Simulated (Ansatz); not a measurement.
Start from `OB(O)Cl` and change one atom or group to get `N=CB(O)Cl`.

Ansatz, PBE0-D4/def2-TZVP geometries, multiplicity 1. Each molecule was computed in one conformer, which needn't be the lowest.

| property | `OB(O)Cl` |
| --- | --- |
| size of the dipole moment (ωB97M-V/def2-TZVPP) / D | 1.94 |
| size of the dipole moment (PBE/def2-TZVPP) / D | 1.92 |
| HOMO energy (ωB97M-V/def2-TZVPP) / eV | -11.46 |
| LUMO energy (PBE/def2-TZVPP) / eV | -0.32 |
| HOMO–LUMO gap (ωB97M-V/def2-TZVPP) / eV | 13.37 |
| LUMO energy (B3LYP/def2-TZVPP) / eV | 0.13 |

Q: What does the change do to each property? (Estimate.)

A: The calculation gave: 
| property | `N=CB(O)Cl` | shift |
| --- | --- | --- |
| size of the dipole moment (ωB97M-V/def2-TZVPP) / D | 2.87 | 0.93 |
| size of the dipole moment (PBE/def2-TZVPP) / D | 2.82 | 0.90 |
| HOMO energy (ωB97M-V/def2-TZVPP) / eV | -10.04 | 1.42 |
| LUMO energy (PBE/def2-TZVPP) / eV | -2.91 | -2.59 |
| HOMO–LUMO gap (ωB97M-V/def2-TZVPP) / eV | 10.35 | -3.02 |
| LUMO energy (B3LYP/def2-TZVPP) / eV | -2.13 | -2.26 |

With PBE0 the HOMO rises by 1.48 eV and the LUMO falls by 2.44 eV, so the gap narrows by about 3.92 eV. PBE moves the HOMO by 1.55 eV and ωB97M-V by 1.42 eV. The zero-point energy changes by 44.4 kJ/mol with +6 modes. Dipoles are sizes alone; their direction can turn.

B3LYP here is the variant with VWN-RPA as its local correlation; programs differ in this.
